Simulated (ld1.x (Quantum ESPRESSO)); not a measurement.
Building the TM potential for terbium (PBEsol, scalar-relativistic).

ld1.x (Quantum ESPRESSO) 7.5 input, shortened:

```
&input
   title='Tb', zed=65., rel=1, dft='PBESOL', iswitch=3,
   config='[Xe] 4f9 5d0 6s0 6p0'
 /
 &inputp
   pseudotype=2, tm=.true., lloc=-1, rcloc=1.15,
   nlcc=.true., new_core_ps=.true.
 /
4
6S  1  0   0.00   0.00  2.25  2.25  0.0
5P  2  1   6.00   0.00  1.80  1.80  0.0
5D  3  2   0.00   0.00  2.65  2.65  0.0
4F  4  3   9.00   0.00  1.05  1.05  0.0
 &test
   configts(1)='4f9 5p6 5d0 6s0 6p0'
 /
```

All-electron outer shells of the reference configuration (PBEsol, scalar-relativistic, ld1.x):

```
shell  level (eV)  outermost node (bohr)  outermost maximum (bohr)
   4d     -160.56                   0.26                      0.55
   5s      -61.46                   0.64                      1.18
   5p      -38.72                   0.69                      1.35
   4f      -16.85                      –                      0.56
   6s      -14.15                   1.58                      3.08
   5d      -13.52                   0.78                      1.94
   6p       -9.90                   1.88                      3.81
```

Question: Does the generator finish with these settings?

Answer: Yes, a potential is produced.

Question: Estimate the cutoffs (Ry, on a coarse ladder) from which the occupation-weighted sum of valence levels, in a spherical-Bessel basis at the reference potential, stays within 10 and 1 mRy of its value at 400 Ry.

Answer: over 300 Ry and over 300 Ry.

Question: Does the potential have ghost states?

Answer: Ghost states, extra bound levels that the all-electron valence spectrum of the same l lacks: s at -133.1 eV, s at -36.0 eV. A true bound ghost makes a file unfit for plane-wave use.

Question: Which valence shell sets the plane-wave cutoff?

Answer: 4f: its level needs over 300 Ry to come within 1 mRy, against 40 Ry for 5p.

Question: Tests: 4f9 5p6 5d0 6s2 6p0; 4f9 5p6 5d0 6s1 6p0; 4f8 5p6 5d0 6s0 6p0; 4f9 5p6 5d1 6s0 6p0; 4f7 5p6 5d0 6s0 6p0; 4f9 5p6 5d0 6s1 6p1; 4f9 5p6 5d0.5 6s1.5 6p0. Which has the largest error in its energy relative to the reference configuration, and how large is it?

Answer: 4f7 5p6 5d0 6s0 6p0, with -387 meV (all-electron minus pseudo) on +69.52 eV.
